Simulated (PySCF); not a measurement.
ITl, charge +1, multiplicity 2. Atoms are numbered in the order given.

```xyz
2

Tl     0.0000     0.0000    -1.3301
I      0.0000     0.0000     2.0328
```
Charge +1, spin multiplicity 2.

The structure is a stationary point at PBE-D3(BJ)/def2-TZVP. The spin state was assumed, not searched. The def2 effective core potentials stand for the cores of I, Tl; spin–orbit coupling is left out.

Level of theory: PBE-D3(BJ)/def2-TZVP in PySCF.

Frequencies are harmonic and unscaled.

```json
[
 {"mode": "1", "ν (cm⁻¹)": "71", "IR (km/mol)": "7.5", "moving atoms (share of kinetic energy)": "I 62 %, Tl 38 %"}
]
```
